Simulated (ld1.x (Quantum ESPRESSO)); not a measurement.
PBEsol TM dataset for sulfur (S), scalar-relativistic all-electron reference.

```json
{"Element": "S (Z = 16)", "Generator": "ld1.x (Quantum ESPRESSO) 7.5", "Type": "norm-conserving Troullier–Martins (Kleinman–Bylander form)", "Functional": "PBEsol", "Relativity": "scalar-relativistic", "Frozen core": "[Ne]", "Valence charge": "6", "Reference configuration": "3s2 3p4", "Partial waves": "3p (bound): rc 1.05 bohr; 3s (bound): rc 1.05 bohr", "Local potential": "the s channel", "Core correction": "a·sin(br)/r model core inside 1.05 bohr"}
```

All-electron outer shells of the reference configuration (PBEsol, scalar-relativistic, ld1.x):

| shell | level (eV) | outermost node (bohr) | outermost maximum (bohr) |
| --- | --- | --- | --- |
| 2s | -211.24 | 0.13 | 0.39 |
| 2p | -156.32 | – | 0.33 |
| 3s | -17.19 | 0.60 | 1.40 |
| 3p | -6.98 | 0.58 | 1.61 |

Results:

| Item | Value |
| --- | --- |
| Cutoffs needed | 110 Ry and 230 Ry (the cutoffs (Ry, on a coarse ladder) from which the occupation-weighted sum of valence levels, in a spherical-Bessel basis at the reference potential, stays within 10 and 1 mRy of its value at 400 Ry) |
| Ghost test | no extra level below or beside the all-electron valence levels (p, s, d, f tested) (spherical-Bessel basis up to 400 Ry, 20 bohr box) |
| Largest excitation error | +153 meV (all-electron minus pseudo) for 3s2 3p0, out of 7 test configurations |

Generation and tests took about 1.1 s on one core of a shared server CPU.
